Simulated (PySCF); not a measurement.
**Telling isomers of C5H15N2PSi apart by NMR**

Method: GFN2-xTB geometry, σ from GIAO-PBE0/pcSseg-1, in PySCF (no solvent model, averaged over atoms made equivalent by symmetry, fast rotation or ring inversion, non-relativistic, one computed conformer).

Referencing at the same level of theory: ¹H (31.72 ppm), ¹³C (186.93 ppm) against TMS. Splittings of carbon signals by F and P are missing where no couplings were computed. Where no couplings were computed, multiplicities follow the n + 1 count of equivalent neighbours, and m marks all less simple cases (inequivalent or close neighbours, rings, F or P nearby). Shifts are as computed. Against solution values, carbons near 30 ppm lie about +3 ppm off and those near 130 ppm about +5 ppm. Of 1211 compounds with measured shifts, 218 miss one by over three times the rms of a fit or turn the order of signals round; such compounds aren't used in these exercises. OH and NH positions are gas-phase values without hydrogen bonding to other molecules.

(1) Tabulate the signals of `C[SiH2]P1N(C)CCN1C`, `C[C@@H]1[C@@H]([SiH3])[P@]1(=N)N(C)C` and their relative energies.

(2) What is the quickest way to tell C[SiH2]P1N(C)CCN1C from C[C@@H]1[C@@H]([SiH3])[P@]1(=N)N(C)C?

Answers

(1) 
```json
{"SMILES": "C[SiH2]P1N(C)CCN1C", "carbon types": "2×CH2 3×CH3", "δC": "58.7, 37.4, -10.0", "δH": "4.28 (m, 2H), 3.02 (m, 4H), 2.65 (m, 6H), 0.13 (m, 3H)", "E rel. (kcal/mol)": "0.0"}
{"SMILES": "C[C@@H]1[C@@H]([SiH3])[P@]1(=N)N(C)C", "carbon types": "2×CH 3×CH3", "δC": "42.3, 27.1, 25.6, 16.9", "δH": "4.00 (m, 3H), 2.74 (m, 6H), 1.44 (m, 1H), 1.41 (m, 3H), 1.01 (br s, 1H), 0.59 (m, 1H)", "E rel. (kcal/mol)": "34.0"}
```

Energies are electronic energies at PBE0/pcSseg-1 on these geometries, without zero-point or thermal terms, each for the one conformer computed, which needn't be the lowest.

(2) Count the carbon signals: 3 against 4. The first has an sp3 CH2 bonded to N at 58.7 ppm, the second a three-membered-ring carbon (CH) at 27.1 ppm. Their most deshielded carbons lie at 58.7 and 42.3 ppm.
